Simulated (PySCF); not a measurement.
# Correlation energy of O²⁺ (oxygen, charge +2)

[He] 2s2 2p2, high-spin 3P determinant. All numbers are calculated (PySCF 2.14, the spin-free X2C one-electron Hamiltonian (Gaussian nucleus), in aug-cc-pVTZ-DK (5s4p3d2f, 46 functions)). Frozen: 1s2; 4 electrons correlated.

```csv
level,correlation energy (mhartree)
CCSD,-96.79
(T),-1.32
CCSD(T),-98.11
CCSDT,-98.36
```

Diagnostics: T1 = 0.0047, D1 = 0.0096, largest double amplitude 0.122.

Cost of the coupled-cluster step: roughly 1.2 core-seconds, for 4 correlated electrons.
